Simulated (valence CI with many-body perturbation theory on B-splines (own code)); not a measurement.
Results of a calculation; reference values are marked as such.
From CI to CI+MBPT in Gd LVII

Level of theory: configuration interaction combined with many-body perturbation theory (CI+MBPT): six valence electrons over a frozen Dirac-Fock core [He], a basis of 9 s, 9 p, 8 d, 6 f, 3 g, 1 h functions for each j, with the one-electron correlation potential Σ1 (screened to all orders), the two-electron term Σ2, the three-electron term Σ3, Breit, model QED; selected single and double excitations, second order for the rest, scaled by the run's own slope (own B-spline code, finite nucleus).

The last digits are not significant, and no measured levels were compared; by estimate large intervals hold to a few tenths of a per cent, small ones and those within an open d or f shell to about a per cent. Among the levels kept, up to 2100 cm⁻¹ of a level comes from second order outside the variational space, and about a tenth of that is noise between levels of different J, which matters for small intervals.

Each rung adds one term. CI alone is the Dirac-Coulomb CI over the frozen core; QED comes last and gives the full result, which names the levels. Energies are above (2s^2 2p1/2^2 2p3/2^2) J=2 on the same rung, in × 10³ cm⁻¹.

Levels are named by their leading jj configuration (3d3/2^4 stands for four electrons in 3d with j = 3/2), which in mixed levels can hold well under half, so a name can repeat and another be missing.

| Level | CI alone | + Σ1 | + Σ2 | + Σ3 | + Breit | Full |
| --- | --- | --- | --- | --- | --- | --- |
| (2s^2 2p1/2^2 2p3/2^2) J=0 | 352.45 | 352.46 | 354.31 | 353.96 | 395.61 | 395.24 |
| (2s^2 2p1/2 2p3/2^3) J=1 | 5853.4 | 5854.5 | 5855.0 | 5854.7 | 5796.1 | 5805.4 |
| (2s^2 2p1/2 2p3/2^3) J=2 | 6039.6 | 6040.8 | 6041.4 | 6040.9 | 5942.4 | 5951.7 |
| (2s 2p1/2^2 2p3/2^3) J=2 | 8541.0 | 8539.9 | 8537.3 | 8535.8 | 8531.3 | 8454.9 |
| (2s 2p1/2^2 2p3/2^3) J=1 | 9081.1 | 9080.0 | 9076.3 | 9073.7 | 9081.7 | 9005.0 |
| (2s^2 2p3/2^4) J=0 | 12019 | 12021 | 12023 | 12022 | 11889 | 11907 |
| (2s 2p1/2 2p3/2^4) J=0 | 14473 | 14473 | 14472 | 14470 | 14405 | 14338 |
| (2s 2p1/2 2p3/2^4) J=1 | 14777 | 14777 | 14775 | 14772 | 14687 | 14620 |
| (2p1/2^2 2p3/2^4) J=0 | 17889 | 17887 | 17881 | 17877 | 17890 | 17737 |
| (2s^2 2p1/2^2 2p3/2 3s) J=2 | 51649 | 51651 | 51652 | 51650 | 51592 | 51608 |
| (2s^2 2p1/2^2 2p3/2 3s) J=1 | 51708 | 51710 | 51712 | 51710 | 51655 | 51670 |
| (2s^2 2p1/2^2 2p3/2 3p1/2) J=1 | 52428 | 52430 | 52430 | 52429 | 52403 | 52394 |
| (2s^2 2p1/2^2 2p3/2 3p1/2) J=2 | 52453 | 52455 | 52456 | 52454 | 52417 | 52409 |
| (2s^2 2p1/2^2 2p3/2 3p3/2) J=3 | 54120 | 54122 | 54123 | 54121 | 54058 | 54052 |
| (2s^2 2p1/2^2 2p3/2 3p3/2) J=1 | 54118 | 54120 | 54121 | 54119 | 54060 | 54054 |
| (2s^2 2p1/2^2 2p3/2 3p3/2) J=2 | 54307 | 54309 | 54309 | 54308 | 54251 | 54244 |
| (2s^2 2p1/2^2 2p3/2 3p3/2) J=0 | 54464 | 54466 | 54467 | 54466 | 54424 | 54418 |
| (2s^2 2p1/2^2 2p3/2 3d3/2) J=2 | 54938 | 54940 | 54941 | 54939 | 54880 | 54871 |
| (2s^2 2p1/2^2 2p3/2 3d3/2) J=3 | 55005 | 55007 | 55008 | 55007 | 54936 | 54928 |

Question: How does the ionisation energy move along the ladder, and which term matters most?

Answer: CI alone 11872, + Σ1 11873, + Σ2 11873, + Σ3 11873, + Breit 11862, + QED 11861 eV. The largest step is Breit, -10 eV. NIST lists 11861 ± 5 eV (theoretical).
